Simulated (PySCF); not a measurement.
## Spin-rotation constants: `[C@@H]1(C(F)F)CO[C@H]1C(F)(F)F`, C₅H₅F₅O

Cartesian coordinates in Å; atom numbers follow the order of the lines, from 1:
```xyz
16

F    -1.442   -2.185   -0.065
C    -1.714   -0.862   -0.015
F    -2.709   -0.702    0.886
C    -0.483   -0.084    0.422
C    -0.577    1.438    0.237
O     0.363    1.389   -0.846
C     0.617    0.009   -0.645
C     2.024   -0.245   -0.094
F     2.154   -1.518    0.308
F     2.973   -0.021   -1.002
F     2.293    0.523    0.966
H    -2.097   -0.556   -1.002
H    -0.164   -0.435    1.404
H    -1.546    1.825   -0.085
H    -0.194    2.025    1.074
H     0.496   -0.592   -1.554
```

Theory: GIAO PBE/pcSseg-1 magnetisability, rotational g tensor and spin-rotation constants, non-relativistic, gas phase in PySCF 2.14.0. Geometry: GFN2-xTB.

Q: Give the nuclear spin-rotation constants along the inertial axes (H = +C I·J) beside the isotropic shieldings.

A: Rotational constants 1.8925, 0.7100, 0.6047 GHz. A star marks the isotopologue with that one atom substituted, in its own axes.
```
atom  isotope  Caa (kHz)  Cbb (kHz)  Ccc (kHz)  mean (kHz)  σ (ppm)
  F1      19F      1.818      0.698      0.690       1.069    291.7
  F3      19F      2.269      0.450      0.731       1.150    294.2
  F9      19F      3.028      0.673      0.737       1.479    251.7
 F10      19F      2.155      0.937      0.804       1.299    250.5
 F11      19F      2.684      0.929      0.578       1.397    256.6
 H12       1H     -0.144     -0.055      0.026      -0.057     24.8
 H13       1H     -0.205     -0.068      0.016      -0.086     28.5
 H14       1H     -0.020     -0.026     -0.059      -0.035     27.0
 H15       1H     -0.170     -0.042      0.009      -0.068     26.4
 H16       1H     -0.179     -0.066      0.022      -0.074     27.0
  C2     13C*      0.593      0.216      0.195       0.335     53.2
  C4     13C*      0.365      0.133      0.115       0.204    136.8
  C5     13C*      0.383      0.202      0.129       0.238    107.3
  O6     17O*     -0.164     -0.033     -0.064      -0.087    298.7
  C7     13C*      0.526      0.150      0.154       0.277     98.0
  C8     13C*      0.629      0.234      0.192       0.352     43.5
```
For the geometry as given, no vibrational averaging.
